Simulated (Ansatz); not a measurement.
A search over several starts for the lowest SCF solution of KNa₂⁺ at the given spin, in a small basis.

```yaml
crystal:
  periodic: [false, false, false]
  atoms:
    - {symbol: Na, position_ang: [0.900785, 1.816809, 0.246014]}
    - {symbol: Na, position_ang: [-1.397516, 0.228457, -1.472178]}
    - {symbol: K, position_ang: [0.496721, -2.045265, 1.226164]}
basis:
  gaussian: {orbitals: def2-SVP}
total_charge: 1
magnetization: {spin_polarized: true, initial_magnetization: 0}
hamiltonian: {xc: pbe0}
output: {orbitals: {seedname: orbitals}}
```

```sh
$ ansatz run in.yaml --threads 4 --pin off --events-out ev --progress --plain --max-ram 3916MiB
```

Output, abridged:

```
Functional definition: PBE0
498 factors; integrals over basis functions are off by at most 7.5e-4 eV
mean field evaluation 1: about -25137.4503 eV, gradient 4.0e0 eV
mean field evaluation 2: about -25137.6318 eV, gradient 1.6e0 eV
mean field evaluation 4: about -25137.6571 eV, gradient 6.2e-2 eV
mean field evaluation 8: about -25137.7012 eV, gradient 1.0e-2 eV
mean field evaluation 16: about -25137.6176 eV, gradient 6.3e-1 eV
mean field -25137.70124968 eV, -923.7934819799 hartree, gradient 1.0e-5 eV, S^2 0.000000; 3 other end points of the search recorded, 0 dependent functions left out
reference -25137.70128950 eV, -923.7934834431 hartree; 20, 20 occupied and 34, 34 virtual orbitals, 498 factors
Total energy: -25137.70128950 eV, -923.7934834431 hartree
```

Run time 1.6 s (4 threads of Arm Neoverse V1 on a shared host).

The structure comes from a short search, and lower isomers may exist.
